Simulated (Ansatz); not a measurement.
Species: sum formula SiN3H6 (charge 0, doublet). It need not be the lowest isomer of its formula. 
Geometry from a B3LYP-D3(BJ)/def2-TZVP (Ansatz, a quantum-chemistry and plane-wave program) optimisation:
SMILES: [NH][SiH](N)N
```xyz
10

N     -1.2336     1.1137    -0.5133
Si     0.0195     0.1760     0.2815
N      1.3689     0.0572    -0.7683
N     -0.3944    -1.4291     0.6948
H     -0.9120     1.9685    -0.9743
H      0.1932     0.8802     1.5825
H      2.1083    -0.6027    -0.5879
H      1.6721     0.8176    -1.3530
H     -0.9359    -1.6109     1.5249
H     -0.5847    -2.1093    -0.0250
```
Charge 0, spin multiplicity 2.

Atomisation energy built up term by term with Ansatz (kcal/mol; UHF references for open shells; valence terms freeze the core; atomic spin-orbit terms are left out). Basis-set limits of correlation are two-point, X^-3; Hartree-Fock from the larger set.

```json
[
 {"term": "Hartree-Fock", "basis": "aug-cc-pV(Q+d)Z", "kcal/mol": "538.05"},
 {"term": "CCSD correlation", "basis": "CBS(aug-cc-pV(T+d)Z,aug-cc-pV(Q+d)Z)", "kcal/mol": "246.76"},
 {"term": "(T)", "basis": "CBS(aug-cc-pV(T+d)Z,aug-cc-pV(Q+d)Z)", "kcal/mol": "13.40"},
 {"term": "core correlation", "basis": "cc-pwCVTZ", "kcal/mol": "1.91"},
 {"term": "scalar relativity (X2C)", "basis": "cc-pVTZ-DK against cc-pVTZ", "kcal/mol": "-1.55"},
 {"term": "sum: De", "basis": "", "kcal/mol": "798.6"}
]
```

(T) makes 1.7 % of the CCSD(T) atomisation energy; under 5 % is typical of single-reference molecules.
